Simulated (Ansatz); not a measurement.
Ansatz (a program for electronic structure) input (B3LYP/STO-3G):

Ansatz 0.2 input:
```yaml
crystal:
  periodic: [false, false, false]
  atoms:
    - {symbol: N, position_ang: [-1.15219800, -1.14748000, -0.66820100]}
    - {symbol: Si, position_ang: [0.04338000, -0.47373800, 0.36402000]}
    - {symbol: N, position_ang: [1.53867700, -1.08773700, -0.18910200]}
    - {symbol: Cl, position_ang: [-0.24457200, 1.60500400, 0.19042000]}
    - {symbol: H, position_ang: [-2.05339200, -0.70319400, -0.75287400]}
    - {symbol: H, position_ang: [-1.21443200, -2.14983600, -0.76677300]}
    - {symbol: H, position_ang: [2.37483300, -1.00053900, 0.36519400]}
    - {symbol: H, position_ang: [1.73804400, -1.15264300, -1.17785100]}
basis:
  gaussian:
    orbitals: STO-3G
hamiltonian:
  xc: {name: B3LYP}
magnetization: {spin_polarized: true, initial_magnetization: 1}
output: {forces: true}
```

Output:

```
Functional definition: B3LYP
integrals: 0.01 GiB planned
382 factors; integrals over basis functions are off by at most 3.4e-5 eV
mean field: 0.15 GiB planned
mean field evaluation 1: about -23175.6515 eV, gradient 2.0e1 eV
mean field evaluation 2: about -23174.5238 eV, gradient 2.5e1 eV
mean field evaluation 4: about -23178.3871 eV, gradient 8.0e-1 eV
mean field evaluation 8: about -23178.3816 eV, gradient 1.3e-2 eV
mean field -23178.38156575 eV, -851.7898116701 hartree, gradient 6.8e-5 eV, S^2 0.751267; 0 other end points of the search recorded, 0 dependent functions left out
the calculation of the forces begins
reference -23178.38176266 eV, -851.7898189065 hartree; 25, 24 occupied and 7, 8 virtual orbitals, 382 factors
Total energy: -23178.38176266 eV, -851.7898189065 hartree
Atom 0 at    -1.152198    -1.147480    -0.668201 Å, force     1.333903     0.813034    -0.329871 eV/Å
Atom 1 at     0.043380    -0.473738     0.364020 Å, force     0.105564    -0.955566     1.502693 eV/Å
Atom 2 at     1.538677    -1.087737    -0.189102 Å, force    -1.402658    -0.050348     0.122482 eV/Å
Atom 3 at    -0.244572     1.605004     0.190420 Å, force    -0.092989     1.139609    -0.345378 eV/Å
Atom 4 at    -2.053392    -0.703194    -0.752874 Å, force    -1.470122     0.573250    -0.109849 eV/Å
Atom 5 at    -1.214432    -2.149836    -0.766773 Å, force    -0.195536    -1.522933    -0.207044 eV/Å
Atom 6 at     2.374833    -1.000539     0.365194 Å, force     1.245671     0.175374     0.707439 eV/Å
Atom 7 at     1.738044    -1.152643    -1.177851 Å, force     0.476167    -0.172421    -1.340472 eV/Å
Dipole moment:     0.027132    -0.690980     0.007544 e Å
```

The geometry given is a B3LYP-D3(BJ)/def2-TZVP minimum.
